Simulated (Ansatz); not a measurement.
Cu₁₂Pd⁺, relaxed as a doublet with UKS PBE-D4/def2-SVP in Ansatz, starting from the GFN1-xTB geometry. Force threshold 0.03 eV/Å.

In the def2 sets Pd takes a core potential; there is no spin–orbit coupling. Single mean-field runs in def2-SVP are fitted with def2-universal-jkfit. Another isomer (doublet) lies 0.37 eV lower at PBE0-D4/def2-TZVP; other spin states weren't run for this one.

Start:

```xyz
13

Pd    1.020    0.856   -3.044
Cu    0.885   -1.041   -1.321
Cu   -2.383   -0.172    0.457
Cu    1.874    1.858    1.718
Cu    1.288    1.437   -0.660
Cu   -0.302   -1.450    1.006
Cu   -0.416    1.194    1.176
Cu    0.814    0.017    2.960
Cu   -1.567   -0.261    2.803
Cu   -0.982    0.678   -1.435
Cu   -0.651   -0.922   -3.283
Cu   -1.540   -1.756   -1.198
Cu    1.960   -0.437    0.821
```

(1) Estimate the energy that the relaxation releases and the steps that it takes.

(2) Does the start keep its bonding and symmetry?

(3) Predict the relaxed structure.

Results:

(1) 6.4 kcal/mol, in 7 steps; 39 s on 2 threads of AMD EPYC 7R13 on a shared host and a share (18 GiB) of an NVIDIA H100 80GB HBM3. No frequencies were taken in this run, so the end may be a saddle point.

(2) By distances, no bond broke or formed. The bond that changes most is Cu6–Cu7, from 2.65 to 2.42 Å (atoms count from 1).

(3) 
```xyz
13

Pd    0.9887    0.8663   -3.0437
Cu    0.8515   -0.9889   -1.2679
Cu   -2.3802   -0.1390    0.4545
Cu    1.8102    1.8573    1.7203
Cu    1.3118    1.4408   -0.6602
Cu   -0.2922   -1.3751    0.9678
Cu   -0.3409    1.0432    1.0641
Cu    0.7885   -0.0798    2.9119
Cu   -1.5726   -0.2067    2.7612
Cu   -0.9328    0.6476   -1.3458
Cu   -0.6662   -0.9353   -3.2457
Cu   -1.4826   -1.7406   -1.1280
Cu    1.9168   -0.3897    0.8116
```
Bond lengths (bridged metal pairs left out): 33 × Cu–Cu 2.37 to 3.14 Å; 4 × Cu–Pd 2.45 to 2.57 Å.
